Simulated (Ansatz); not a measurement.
Molecule: ethenylboronic acid, C2H5BO2, charge 0, multiplicity 1. SMILES: C=CB(O)O
Coordinates optimised at B3LYP-D3(BJ)/def2-TZVP (Ansatz, a first-principles code):
```
C
C 1 1.3320
H 2 1.0840 1 122.68
H 1 1.0868 2 117.79 3 0.00
H 2 1.0871 3 114.96 1 180.00
B 1 1.5615 4 117.18 2 -180.00
O 6 1.3651 1 117.81 4 0.00
H 7 0.9641 6 112.53 1 180.00
O 6 1.3720 7 117.76 8 0.00
H 9 0.9609 6 114.41 7 180.00
```

Wanted: vertical triplet-singlet gap (E(triplet) - E(singlet); each state is the SCF solution reached for its spin), in eV. Valence correlation only, unless marked. Open shells are spin-unrestricted. Spin-orbit coupling is left out. Non-relativistic. Basis-set limits of correlation are two-point, X^-3; Hartree-Fock from the larger set. The bracket is a focal-point correction in the basis named.

```
level                                                          program  vertical triplet-singlet gap (eV)  minus last row
-------------------------------------------------------------  -------  ---------------------------------  --------------
HF/aug-cc-pVTZ                                                  Ansatz                               3.13           -1.18
HF/aug-cc-pVQZ                                                  Ansatz                               3.13           -1.18
SVWN5/def2-TZVPD                                                Ansatz                               4.40            0.09
PBE/def2-TZVPD                                                  Ansatz                               4.12           -0.19
r2SCAN/def2-TZVPD                                               Ansatz                               3.84           -0.47
PBE0/def2-TZVPD                                                 Ansatz                               3.96           -0.35
CAM-B3LYP/def2-TZVPD                                            Ansatz                               4.07           -0.24
wB97M-V/def2-TZVPD                                              Ansatz                               4.24           -0.07
B2PLYP/def2-TZVPD                                               Ansatz                               4.20           -0.11
MP2/aug-cc-pVDZ                                                 Ansatz                               4.39            0.08
MP2/aug-cc-pVTZ                                                 Ansatz                               4.40            0.09
RI-MP2/aug-cc-pVTZ                                              Ansatz                               4.40            0.09
RI-MP2/CBS(aug-cc-pVTZ,aug-cc-pVQZ)                             Ansatz                               4.43            0.12
SCS-MP2/aug-cc-pVDZ                                             Ansatz                               4.41            0.10
SCS-MP2/aug-cc-pVTZ                                             Ansatz                               4.44            0.13
CCSD/aug-cc-pVDZ                                                Ansatz                               4.17           -0.14
CCSD/aug-cc-pVTZ                                                Ansatz                               4.14           -0.17
CCSD(T)/aug-cc-pVDZ                                             Ansatz                               4.29           -0.02
CCSD(T)/aug-cc-pVTZ                                             Ansatz                               4.28           -0.03
RI-MP2/CBS(aug-cc-pVTZ,aug-cc-pVQZ)+[CCSD(T)-MP2]/aug-cc-pVDZ   Ansatz                               4.33            0.02
RI-MP2/CBS(aug-cc-pVTZ,aug-cc-pVQZ)+[CCSD(T)-MP2]/aug-cc-pVTZ   Ansatz                               4.31            0.00
```
